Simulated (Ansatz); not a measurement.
Job for Ansatz (a program for electronic structure): U-PBE/def2-TZVPP on O2 (SMILES O=O), 2S+1 = 1, a spin state set in the input, which need not be the lowest.

Ansatz 0.2 input:
```yaml
crystal:
  periodic: [false, false, false]
  atoms:
    - {symbol: O, position_ang: [-0.00000000, -0.00000000, -0.60227186]}
    - {symbol: O, position_ang: [0.00000000, 0.00000000, 0.60227186]}
basis:
  gaussian:
    orbitals: def2-TZVPP
hamiltonian:
  xc: {name: PBE}
magnetization: {spin_polarized: true, initial_magnetization: 0}
```

### Question
Predict the final total energy.

### Answer
-150.2345 hartree. Its determinant has ⟨S²⟩ = 1.00, a mixture of spin states.
